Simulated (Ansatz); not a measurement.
The first iterations of a band of BrCl2FH2OZr (8 atoms, charge 0, multiplicity 1).

These are results of RKS B3LYP-D4/def2-SVP (Ansatz 0.2.0), not measurements.

```yaml
movable_images: 5
climbing_image: yes
spring: 5.0 eV/Å²
optimiser: quadratic models (default)
start_path: through a guess of the saddle point
force_threshold: 0.05 eV/Å
iteration_limit: 60
end_points: relaxed
```

Image 0:

```xyz
8
Properties=species:S:1:pos:R:3
Zr -0.093 -0.062 -0.048
O -0.186 -0.046 1.881
H -0.495 -0.423 2.712
Cl 2.102 -0.401 -0.841
Cl -1.209 1.777 -1.016
F -1.077 -1.594 -0.574
Br 1.669 2.724 1.599
H 0.961 1.687 2.295
```

Image 6:

```xyz
8
Properties=species:S:1:pos:R:3
Zr 0.485 0.375 -0.045
O -0.569 0.580 2.061
H -0.834 -0.255 2.477
Cl 1.766 -0.164 -1.944
Cl -1.262 1.645 -0.978
F 0.015 -1.405 0.483
Br 2.229 1.747 1.217
H -0.160 1.140 2.739
```

| iteration | highest image above the first end (eV) | largest band force component (eV/Å) |
| --- | --- | --- |
| 1 | 2.726 | 4.973 |
| 2 | 1.162 | 2.266 |
| 3 | 0.407 | 2.303 |
| 4 | 0.446 | 3.054 |
| 5 | 0.262 | 1.787 |

**Question.** Does the band converge within its limit, and where does its top end?

**Answer.** The forces met the threshold. It ended after 16 iterations with the highest image 0.106 eV above the first end. A vibrational analysis at the climbing image gives one clearly imaginary mode, 436i cm⁻¹: a first-order saddle point. The orbitals stay closed-shell, which can raise the energy where a bond breaks towards radicals; this wasn't checked here.

Time of the run: 5 min on 4 threads of Arm Neoverse V1, with other jobs on the host, peak memory 0.43 GiB.
